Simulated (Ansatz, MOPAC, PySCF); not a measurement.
Spectroscopic constants of ZnO, closed-shell singlet (the spin of the measured ground state). No spin–orbit coupling. Zn is treated without relativity.

The constants come from a fifth-degree fit in 1/R (seven points, main isotopes). In def2 and cc sets the state is the lowest found near the PBE0 minimum, followed along R. The singlet is held restricted. HF and MP2 rows in def2 and cc sets belong to the determinant that coupled cluster picked by its CCSD energy.

Correlated levels freeze the inner cores; with def2 sets outer-core shells near the valence are correlated too. CBS: X⁻³ extrapolation of the correlation energy, Hartree–Fock from the larger set. Rows in LANL2DZ carry no dispersion term and start afresh at each structure. LANL2DZ brings its own core potentials from Na on. The state reached by AM1 isn't checked.

The values were computed with Ansatz (Gaussian basis) for Hartree–Fock, density functionals and correlated methods; MOPAC for AM1 (differences of heats of formation); PySCF for LANL2DZ rows. 

D_e counts from each atom's lowest state at the same level, without counterpoise or zero-point energy.

```tsv
level	r_e (Å)	ω_e (cm⁻¹)	ω_e x_e (cm⁻¹)	D_e (eV)	dipole (D)
AM1	1.713	722	2.8	-	-
SVWN5/def2-TZVPP	1.670	803	4.7	2.77	5.13
BP86/LANL2DZ	1.765	707	4.6	-	5.30
wB97X-V/def2-TZVPP	1.692	775	5.2	1.22	6.19
B2PLYP/def2-TZVPP	1.700	785	4.2	-	-
SCS-MP2/def2-TZVPP	1.685	890	3.7	-	-
CCSD(T)/def2-TZVPP	1.717	___	5.8	1.36	-
CCSD(T)/CBS(def2-TZVPP, def2-QZVPP)	___	___	6.2	1.65	-
```

**Question.** Some entries are withheld; supply them.

**Answer.** 
- CCSD(T)/CBS(def2-TZVPP, def2-QZVPP), r_e (Å): 1.704
- CCSD(T)/CBS(def2-TZVPP, def2-QZVPP), ω_e (cm⁻¹): 750
- CCSD(T)/def2-TZVPP, ω_e (cm⁻¹): 719

Doubts at one or more of the structures used: a restricted determinant that unrestricted orbitals would lower (B2PLYP/def2-TZVPP, SCS-MP2/def2-TZVPP, CCSD(T)/def2-TZVPP, CCSD(T)/CBS(def2-TZVPP, def2-QZVPP)).

Ansatz is a program for electronic structure.
